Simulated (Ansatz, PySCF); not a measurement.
C2H8FNSi2, SMILES C=C[SiH2][Si@H](N)F. Atoms are numbered in the order given.

```xyz
14

C      2.9614     1.1073    -0.4798
C      2.2810    -0.0209    -0.2358
Si     0.6014    -0.4125    -0.9693
Si    -1.0823    -0.4369     0.6640
N     -2.6097    -0.5047    -0.1207
F     -0.8716     0.9149     1.5755
H      2.5796     1.8781    -1.1589
H      3.9306     1.3149    -0.0121
H      2.7218    -0.7490     0.4590
H      0.2598     0.6291    -1.9875
H      0.6184    -1.7473    -1.6445
H     -1.0250    -1.5753     1.6214
H     -2.8138     0.0848    -0.9217
H     -3.4577    -0.7439     0.3850
```
Charge 0, spin multiplicity 1.

Geometry optimised at B3LYP-D3(BJ)/def2-SVP. The structure was generated by enumeration; whether it is a known compound was not checked. Other conformers were not sampled.

Two levels are set side by side: PBE-D3(BJ)/def2-SVP (Ansatz, a first-principles code) and B3LYP-D3(BJ)/def2-SVP (Ansatz). Each level has its own optimised geometry; the coordinates shown are those of the second. Frequencies come from the Hessian of PySCF at each geometry. Differences are taken from unrounded values.

```
quantity                            B3LYP-D3(BJ)
----------------------------------  ------------
mean bond length (Å)                       1.440
bond C1–C2 (Å)                             1.340
bond C2–Si3 (Å)                            1.874
bond Si3–Si4 (Å)                           2.346
bond Si4–N5 (Å)                            1.718
bond Si4–F6 (Å)                            1.644
bond C1–H7 (Å)                             1.096
bond C1–H8 (Å)                             1.096
bond C2–H9 (Å)                             1.099
bond Si3–H10 (Å)                           1.496
bond Si3–H11 (Å)                           1.496
bond Si4–H12 (Å)                           1.489
bond N5–H13 (Å)                            1.015
bond N5–H14 (Å)                            1.016
highest harmonic wavenumber (cm⁻¹)          3659
mean harmonic wavenumber (cm⁻¹)             1189
zero-point energy (kcal/mol)               61.21
```

Question: What does PBE-D3(BJ) give, and how far is it from B3LYP-D3(BJ)? (The exact figures need the calculation; the answer reports its results.)

Answer: 
```csv
quantity,PBE-D3(BJ),PBE-D3(BJ) minus B3LYP-D3(BJ)
mean bond length (Å),1.450,0.009
bond C1–C2 (Å),1.348,0.008
bond C2–Si3 (Å),1.879,0.005
bond Si3–Si4 (Å),2.351,0.006
bond Si4–N5 (Å),1.728,0.009
bond Si4–F6 (Å),1.656,0.012
bond C1–H7 (Å),1.104,0.008
bond C1–H8 (Å),1.104,0.008
bond C2–H9 (Å),1.107,0.008
bond Si3–H10 (Å),1.510,0.014
bond Si3–H11 (Å),1.509,0.013
bond Si4–H12 (Å),1.502,0.014
bond N5–H13 (Å),1.023,0.007
bond N5–H14 (Å),1.023,0.007
highest harmonic wavenumber (cm⁻¹),3588,-71
mean harmonic wavenumber (cm⁻¹),1156,-34
zero-point energy (kcal/mol),59.48,-1.73
```

GGA bonds tend to be longer and softer than those of functionals with exact exchange. Differences between two approximate levels are no errors against the true value.
